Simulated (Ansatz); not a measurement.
`Fc1cc(-c2sc(-c3sc(S)cc3F)cc2F)sc1S` with charge -1, relaxed as a doublet with UKS r2SCAN-D4/def2-SVP in Ansatz, starting from the r2SCAN-D4/def2-SVP geometry of the neutral singlet. Force threshold 0.03 eV/Å.

The highest occupied level of the relaxed charge -1 doublet lies above zero (up to 0.27 eV). By energy differences its removal costs 1.42 eV (each at its own geometry, to the charge 0 singlet, at PBE0-D4/def2-TZVP). The relaxation made no stability test and no search for a lower SCF solution.

Start:

| atom | x (Å) | y (Å) | z (Å) |
| --- | --- | --- | --- |
| F1 | 5.834 | -0.290 | -1.926 |
| C2 | 4.605 | -0.683 | -1.573 |
| C3 | 3.613 | 0.210 | -1.117 |
| C4 | 2.428 | -0.447 | -0.815 |
| C5 | 1.196 | 0.107 | -0.329 |
| S6 | -0.221 | -0.859 | -0.011 |
| C7 | -1.149 | 0.531 | 0.511 |
| C8 | -2.510 | 0.394 | 0.945 |
| S9 | -3.455 | 1.758 | 1.491 |
| C10 | -4.882 | 0.778 | 1.713 |
| S11 | -6.358 | 1.433 | 2.397 |
| C12 | -4.634 | -0.549 | 1.423 |
| C13 | -3.301 | -0.745 | 0.999 |
| F14 | -2.831 | -1.942 | 0.640 |
| C15 | -0.387 | 1.690 | 0.437 |
| C16 | 0.913 | 1.436 | -0.033 |
| F17 | 1.817 | 2.408 | -0.183 |
| S18 | 2.580 | -2.171 | -1.100 |
| C19 | 4.224 | -2.010 | -1.629 |
| S20 | 5.173 | -3.389 | -2.142 |
| H21 | 3.762 | 1.284 | -1.019 |
| H22 | -6.591 | 2.368 | 1.442 |
| H23 | -5.377 | -1.343 | 1.493 |
| H24 | -0.743 | 2.685 | 0.709 |
| H25 | 6.294 | -2.653 | -2.321 |

```csv
step,energy (eV),largest force component (eV/Å),SCF passes
1,-74806.5936,1.482,32
2,-74806.6950,0.777,28
3,-74806.7362,0.547,31
4,-74806.7483,0.198,26
5,-74806.7568,0.301,28
6 (rejected),-74806.7541,0.882,30
7,-74806.7680,0.200,26
8,-74806.7814,0.260,27
9,-74806.8003,0.494,30
10,-74806.8426,0.350,29
11,-74806.8811,0.230,30
12,-74806.9168,0.196,26
13,-74806.9417,0.084,26
14,-74806.9458,0.067,26
15,-74806.9493,0.521,26
16,-74806.9574,0.175,26
17,-74806.9586,0.028,26
18,-74806.9590,0.046,26
19,-74806.9592,0.019,26
```

Force components are those of the run's own axes.

End:

```xyz
25

F     5.8634   -0.1030   -2.0293
C     4.6376   -0.5369   -1.7001
C     3.6569    0.3299   -1.2018
C     2.4516   -0.3426   -0.9164
C     1.2418    0.1744   -0.3955
S    -0.1850   -0.8271   -0.1008
C    -1.1286    0.5484    0.5045
C    -2.4643    0.4101    0.9357
S    -3.4107    1.7797    1.5274
C    -4.8397    0.7797    1.8195
S    -6.3023    1.4592    2.4660
C    -4.5805   -0.5484    1.4733
C    -3.2821   -0.7343    0.9961
F    -2.8137   -1.9410    0.6142
C    -0.3450    1.7211    0.4686
C     0.9341    1.4927   -0.0231
F     1.8427    2.4824   -0.1389
S     2.6044   -2.0566   -1.2989
C     4.2771   -1.8731   -1.8320
S     5.2268   -3.1739   -2.4763
H     3.8043    1.3979   -1.0489
H    -6.9038    1.9264    1.3221
H    -5.3132   -1.3519    1.5661
H    -0.7020    2.7004    0.7917
H     5.7302   -3.7133   -1.3232
```

By distances, no bond broke or formed. The bond that changes most is S18–C19, from 1.73 to 1.77 Å (atoms count from 1).

The force fell under the threshold at step 17, but the optimiser went on. No frequencies were taken in this run, so the end may be a saddle point.

Run time 1.9 min (2 threads of AMD EPYC 7R13 on a shared host and a share (18 GiB) of an NVIDIA H100 80GB HBM3), peak host memory 1.1 GiB.
